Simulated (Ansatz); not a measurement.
Cost and result for the atomization energy of `[BH2][GaH][Se]C` (10 atoms, 9 bonds).

```xyz
10

B     1.542   -0.382   -2.418
Ga    0.106   -0.305   -0.929
Se    0.688    0.625    1.117
C    -1.001    0.440    2.096
H     1.685    0.513   -3.200
H     2.276   -1.320   -2.537
H    -1.386   -0.798   -0.963
H    -1.344    1.432    2.381
H    -1.745   -0.045    1.467
H    -0.819   -0.159    2.986
```

The species carries charge 0 and has multiplicity 1. Correlated methods include outer-core shells of Ga, Se, which these sets cover unevenly. Scalar relativity is left out up to krypton. The structure was optimised at the PBE0-D4/def2-TZVP level. It is one conformer, not always the lowest. Program: Ansatz. All runs use 4 threads of an Intel Xeon Platinum 8488C on a shared host. Times are those of one run each, without the atoms' runs, and a repeat can differ threefold. Electronic energies, without spin–orbit coupling; frozen cores. CCSD(T)/CBS adds CCSD(T) − MP2 in def2-TZVPP to the MP2 limit, and its time is that of the two runs behind it. T1 = 0.012. With those shells the extrapolation isn't a true limit. B3LYP takes the VWN-RPA correlation (the form of Gaussian; ORCA's B3LYP/G).

CCSD(T)/CBS is a level of theory with its own doubt, some kJ/mol a heavy atom from the limit and from the frozen cores, so smaller differences don't rank the functionals.

```
                            level  functions  wall time  atomization (kJ/mol)  difference from CCSD(T)/CBS  per bond
           LDA (SPW92)/def2-TZVPP        242      1.1 s                3486.5                        395.4      43.9
               BLYP-D4/def2-TZVPP        242      1.8 s                3053.2                        -37.9      -4.2
  PBE-D4/def2-TZVPP (with forces)        242      1.9 s                3113.3                         22.2       2.5
               PBE0-D4/def2-TZVPP        242      2.6 s                3088.7                         -2.4      -0.3
          CAM-B3LYP-D4/def2-TZVPP        242      3.1 s                3086.5                         -4.6      -0.5
B3LYP-D4/def2-TZVPP (with forces)        242      3.7 s                3079.7                        -11.4      -1.3
                B2PLYP/def2-TZVPP        242      4.5 s                3047.9                        -43.2      -4.8
                B97M-V/def2-TZVPP        242        6 s                3099.9                          8.8       1.0
               ωB97X-V/def2-TZVPP        242        6 s                3097.3                          6.2       0.7
                 CCSD(T)/def2-SVP        122        7 s                2919.2                       -171.9     -19.1
                   MP2/def2-QZVPP        472       19 s                3081.8                         -9.3      -1.0
               CCSD(T)/def2-TZVPP        242      120 s                3028.0                        -63.1      -7.0
                CCSD(T)/CBS(def2)          –    2.3 min                3091.1                          0.0       0.0
```

Leaving LDA and LC-ωPBE aside and taking each functional with its dispersion term where it has one, the values, not all of them listed here, spread over 83.8 kJ/mol, from BHLYP-D4 to PBE-D4. LDA lies +394.4 kJ/mol from PBE without D4, its usual overbinding. At CCSD(T), def2-SVP lies −171.9 kJ/mol from the extrapolated value and def2-TZVPP −63.1 kJ/mol: correlation converges slowly with the basis, and small sets miss more of it in the bonded molecule than in its fragments. In def2-TZVPP, CCSD(T) changes the Hartree–Fock value by +712.2 kJ/mol (the triples alone add +39.2 kJ/mol) and MP2 by +730.0 kJ/mol; breaking electron pairs costs correlation energy, which Hartree–Fock lacks.

For some Ge, Se and Sn compounds the MP2-based and the directly extrapolated limit differ by 10 to 25 kJ/mol.
